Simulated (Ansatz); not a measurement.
Cost and result for the atomization energy of CH4ClSSi, SMILES `C[SiH]([S])Cl` radical (8 atoms, 7 bonds).

Total charge 0; spin multiplicity 2. The geometry is a stationary point of PBE0-D4/def2-TZVP. Program: Ansatz. All runs use 4 threads of an Intel Xeon 6975P-C on a shared host. Times are those of one run each, without the atoms' runs, and a repeat can differ threefold. Electronic energies, without spin–orbit coupling; frozen cores. CCSD(T)/CBS adds CCSD(T) − MP2 in def2-TZVPP to the MP2 limit, and its time is that of the two runs behind it. T1 = 0.012; ⟨S²⟩ of the reference is 0.76. HSE06 is the plane-wave form, built on full-range PBE exchange.

CCSD(T)/CBS is a level of theory with its own doubt, some kJ/mol a heavy atom from the limit and from the frozen cores, so smaller differences don't rank the functionals.

```json
{"level": "LDA (SPW92)/def2-TZVPP", "functions": "213", "wall time": "3.3 s", "atomization (kcal/mol)": "718.1", "difference from CCSD(T)/CBS": "81.7", "per bond": "11.7"}
{"level": "CCSD(T)/def2-SVP", "functions": "88", "wall time": "4.7 s", "atomization (kcal/mol)": "590.8", "difference from CCSD(T)/CBS": "-45.6", "per bond": "-6.5"}
{"level": "BLYP-D4/def2-TZVPP", "functions": "213", "wall time": "6 s", "atomization (kcal/mol)": "629.5", "difference from CCSD(T)/CBS": "-6.9", "per bond": "-1.0"}
{"level": "PBE-D4/def2-TZVPP (with forces)", "functions": "213", "wall time": "6.5 s", "atomization (kcal/mol)": "644.2", "difference from CCSD(T)/CBS": "7.8", "per bond": "1.1"}
{"level": "PBE-QIDH/def2-TZVPP", "functions": "213", "wall time": "7.5 s", "atomization (kcal/mol)": "634.8", "difference from CCSD(T)/CBS": "-1.6", "per bond": "-0.2"}
{"level": "HSE06-D4/def2-TZVPP", "functions": "213", "wall time": "8 s", "atomization (kcal/mol)": "639.0", "difference from CCSD(T)/CBS": "2.6", "per bond": "0.4"}
{"level": "B2PLYP/def2-TZVPP", "functions": "213", "wall time": "8 s", "atomization (kcal/mol)": "626.5", "difference from CCSD(T)/CBS": "-9.9", "per bond": "-1.4"}
{"level": "BHLYP-D4/def2-TZVPP", "functions": "213", "wall time": "8.5 s", "atomization (kcal/mol)": "623.6", "difference from CCSD(T)/CBS": "-12.8", "per bond": "-1.8"}
{"level": "CAM-B3LYP-D4/def2-TZVPP", "functions": "213", "wall time": "9 s", "atomization (kcal/mol)": "635.6", "difference from CCSD(T)/CBS": "-0.8", "per bond": "-0.1"}
{"level": "r2SCANh-D4/def2-TZVPP", "functions": "213", "wall time": "13 s", "atomization (kcal/mol)": "639.5", "difference from CCSD(T)/CBS": "3.1", "per bond": "0.4"}
{"level": "MP2/def2-QZVPP", "functions": "387", "wall time": "39 s", "atomization (kcal/mol)": "636.7", "difference from CCSD(T)/CBS": "0.3", "per bond": "0.0"}
{"level": "CCSD(T)/def2-TZVPP", "functions": "213", "wall time": "76 s", "atomization (kcal/mol)": "618.1", "difference from CCSD(T)/CBS": "-18.3", "per bond": "-2.6"}
{"level": "CCSD(T)/CBS(def2)", "functions": "–", "wall time": "120 s", "atomization (kcal/mol)": "636.4", "difference from CCSD(T)/CBS": "0.0", "per bond": "0.0"}
```

In def2-TZVPP, CCSD(T) changes the Hartree–Fock value by +136.9 kcal/mol (the triples alone add +8.6 kcal/mol) and MP2 by +144.7 kcal/mol; breaking electron pairs costs correlation energy, which Hartree–Fock lacks. From PBE to PBE0 (25 % exact exchange), in def2-TZVPP and without D4, the atomization energy moves by −4.9 kcal/mol: exact exchange takes away binding that semilocal exchange gives to molecules. At CCSD(T), def2-SVP lies −45.6 kcal/mol from the extrapolated value and def2-TZVPP −18.3 kcal/mol: correlation converges slowly with the basis, and small sets miss more of it in the bonded molecule than in its fragments.
